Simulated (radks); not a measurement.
Q: These are the eigenvalues of the occupied orbitals of an atom or ion with whole-number occupations (hartree). All-electron calculation, scalar-relativistic Kohn-Sham, LDA (Slater exchange, Perdew-Wang correlation), spin-polarised, spherical densities, finite nucleus; Fermi nuclear charge, rms radius of each element as measured or else 0.836 A^(1/3) + 0.57 fm. Program: a radial shooting solver on a logarithmic mesh with Libxc functionals.

| orbital | eigenvalue |
|---|---|
| 1s | -1367.702 |
| 2s | -216.2228 |
| 2p | -194.0064 |
| 3s | -45.62386 |
| 3p | -38.49876 |
| 3d | -28.11682 |
| 4s | -8.93880 |
| 4p | -6.63768 |
| 4d | -3.29478 |
| 5s | -1.24220 |
| 5p | -0.69110 |
| 6s | -0.12301 |

Which element is it, and in what charge state? The configuration may be excited. Open shells, if any, are filled with parallel spins first.

A: Z = 56, barium, charge 0: Ba in [Xe] 6s2. The list shows which subshells hold electrons but not how many an open one holds; the 1s level, -1367.7 hartree, gives Z - s = 52.3 by -(Z - s)^2/2, which with screening and relativity narrows Z to a few neighbours, and the depths of the outer levels then fix element, charge and occupations together.
